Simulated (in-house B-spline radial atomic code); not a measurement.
Cr is squeezed into an impenetrable sphere of radius R (the orbitals vanish at R). Computed with a B-spline radial code for spherical atoms: Dirac-Hartree-Fock, average of configuration, Fermi nucleus of rms radius 3.6452 fm.

Energies in eV above the free atom in [Ar] 3d5 4s1:

```json
{"R (bohr)": "9.71", "highest level (eV)": "-5.71", "[Ar] 3d5 4s1": "0.03733", "[Ar] 3d4 4s1 4f1": "7.819", "[Ar] 3d5 4p1": "2.746"}
{"R (bohr)": "5.78", "highest level (eV)": "-4.43", "[Ar] 3d5 4s1": "1.452", "[Ar] 3d4 4s1 4f1": "17.56", "[Ar] 3d5 4p1": "5.683"}
{"R (bohr)": "5.11", "highest level (eV)": "-3.26", "[Ar] 3d5 4s1": "2.825", "[Ar] 3d4 4s1 4f1": "22.46", "[Ar] 3d5 4p1": "7.779"}
{"R (bohr)": "4.23", "highest level (eV)": "0.243", "[Ar] 3d5 4s1": "7.251", "[Ar] 3d4 4s1 4f1": "34.08", "[Ar] 3d5 4p1": "13.76"}
{"R (bohr)": "3.5", "highest level (eV)": "7.55", "[Ar] 3d5 4s1": "17.39", "[Ar] 3d4 4s1 4f1": "54.16", "[Ar] 3d5 4p1": "26.2"}
{"R (bohr)": "3.28", "highest level (eV)": "11.5", "[Ar] 3d5 4s1": "23.21", "[Ar] 3d4 4s1 4f1": "64.15", "[Ar] 3d5 4p1": "33.01"}
{"R (bohr)": "2.51", "highest level (eV)": "42.2", "[Ar] 3d5 4s1": "74.12", "[Ar] 3d4 4s1 4f1": "137.3", "[Ar] 3d5 4p1": "88.82"}
{"R (bohr)": "2.38", "highest level (eV)": "52.5", "[Ar] 3d5 4s1": "93.18", "[Ar] 3d4 4s1 4f1": "161.8", "[Ar] 3d5 4p1": "108.9"}
{"R (bohr)": "1.61", "highest level (eV)": "219", "[Ar] 3d5 4s1": "486.3", "[Ar] 3d4 4s1 4f1": "612.2", "[Ar] 3d5 4p1": "505.1"}
{"R (bohr)": "1.6", "highest level (eV)": "224", "[Ar] 3d5 4s1": "498.8", "[Ar] 3d4 4s1 4f1": "626", "[Ar] 3d5 4p1": "517.5"}
```

Q: Does [Ar] 3d4 4s1 4f1 fall below [Ar] 3d5 4s1 under compression?

A: No, it stays above over the whole range.

Q: Does [Ar] 3d5 4p1 fall below [Ar] 3d5 4s1 under compression?

A: No, it stays above over the whole range.

The highest level is first positive in the row R = 4.23 bohr, pushed up by confinement above the zero of the free ion's potential. Each configuration is held fixed and needn't be the lowest in the sphere.
